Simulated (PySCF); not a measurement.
From one molecule to another.

First species: C₆H₁₀NPSi.
Atom-mapped SMILES: `[CH2:1]=[CH:2][c:3]1[cH:4][c:5]([SiH3:6])[cH:7][p:8]1[NH2:9]` (hydrogens: H10, H11 on C1; H12 on C2; H13 on C4; H14, H15, H16 on Si6; H17 on C7; H18, H19 on N9)

Second species: C4H15PSi3.
Geometry (GFN2-xTB, Å), atoms numbered from 1 in this order:
```
atom  x, y, z in Å
C1    -2.4443   -2.1236    1.0259
C2    -2.7504   -1.0810    0.2711
C3    -2.5647    0.3370    0.6747
Si4   -1.0319    1.0919   -0.1920
Si5    0.8841   -0.1216    0.3285
P6     0.5806   -2.3541    0.1763
C7     2.3379    0.4310   -0.7905
Si8    2.9950    2.1897   -0.4984
H9    -2.0672   -2.0028    2.0291
H10   -2.5834   -3.1359    0.6868
H11   -3.1381   -1.2314   -0.7290
H12   -3.4503    0.9162    0.4107
H13   -2.4361    0.4029    1.7557
H14   -0.9487    2.4955    0.2337
H15   -1.3258    1.1279   -1.6354
H16    1.3313    0.0368    1.7289
H17    1.8537   -2.6096   -0.3008
H18    0.0610   -2.3252   -1.1055
H19    3.1650   -0.2710   -0.6688
H20    2.0279    0.3436   -1.8339
H21    3.5500    2.2890    0.8515
H22    1.8982    3.1456   -0.6616
H23    4.0514    2.4759   -1.4741
```

Levels: PBE0/pcSseg-1 for HOMO energy, LUMO energy and HOMO–LUMO gap. Geometries: GFN2-xTB. Each species is one conformer at its optimised geometry, gas phase, non-relativistic unless stated. Electronic properties by PySCF.

Dipoles, sizes and rotational constants follow the conformer. The torsions of the flexible species, by atom-mapped SMILES:
- `[CH2:1]=[CH:2][c:3]1[cH:4][c:5]([SiH3:6])[cH:7][p:8]1[NH2:9]`: C1–C2–C3–C4 167°, H–N9–P8–C7 61°, H–N9–P8–C7 -173°

The conformers of `C=CC[SiH2][Si@@H](P)C[SiH3]` aren't listed.

| property | column X | column Y |
| --- | --- | --- |
| HOMO energy | -6.83 eV | -6.23 eV |
| LUMO energy | -0.42 eV | -1.88 eV |
| HOMO–LUMO gap | 6.41 eV | 4.35 eV |

Question: Which column belongs to which species?

Answer: Column X is the second species and column Y the first. The first has 19 atoms and 82 electrons, the second 23 and 96.

Question: How does each property change from the first species to the second?

Answer: HOMO energy -0.60 eV; LUMO energy +1.46 eV; HOMO–LUMO gap +2.06 eV.

